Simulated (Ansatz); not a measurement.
Computed with Ansatz on PBE0-D4/def2-TZVP structures; ΔE is electronic, products minus reactants. CBS: MP2 limit from def2 TZ/QZ plus the TZ coupled-cluster correction, frozen cores. This one scheme is used for every species, atoms too. DFT in def2-TZVPP. B3LYP here is the variant with VWN-RPA as its local correlation; programs differ in this. HSE06 is defined as in plane-wave codes. Open shells (•) are unrestricted, without spin–orbit coupling. Spin–orbit coupling would lower the free atoms: a little for C, Si; clearly for Br. For Br outer-core shells are correlated without core-valence functions, so the limit isn't a true one: a few kJ/mol of doubt a bond, and 10 to 20 or more in all where bonds break to atoms. Scalar relativity is left out up to krypton. One conformer a species, not always the lowest.

`CC[SiH2]Br` → Br• + 2 C• + 7 H• + Si•  (atomization)

```
         level  ΔE (kJ/mol)
       PBE0-D4       3867.9
       ωB97M-V       3870.0
          BLYP       3772.7
         B3LYP       3822.2
         HSE06       3852.3
   HF/def2-SVP       2972.0
  MP2/def2-SVP       3682.8
MP2/def2-TZVPP       3805.7
```

Problem. What does CCSD(T)/CBS give? (Best estimate.)

Solution. Computed: +3875.7 kJ/mol. The listed levels differ from it by -7.8, -5.7, -103.0, -53.5, -23.4, -903.7, -192.9, -70.0 kJ/mol.

Largest T1 diagnostic among the species: 0.012.

From PBE to PBE0 (25 % exact exchange), in def2-TZVPP and without D4, ΔE moves by −19.1 kJ/mol: exact exchange takes away binding that semilocal exchange gives to molecules. The D4 term adds +35.7 kJ/mol with B3LYP and +18.8 kJ/mol with PBE0; it sums over pairs of atoms, weighted by their polarisabilities, and B3LYP, whose exchange is more repulsive, gets the larger term. Leaving LDA and LC-ωPBE aside and taking each functional with its dispersion term where it has one, the values, not all of them listed here, spread over 90.3 kJ/mol, from BHLYP-D4 to PBE-D4. LDA lies +454.5 kJ/mol from PBE without D4, its usual overbinding.

For atomizations the MP2-based limit and the directly extrapolated one differ by several kJ/mol either way, and by 10 to 25 for some Ge, Se and Sn compounds, so smaller differences from it don't rank the levels.
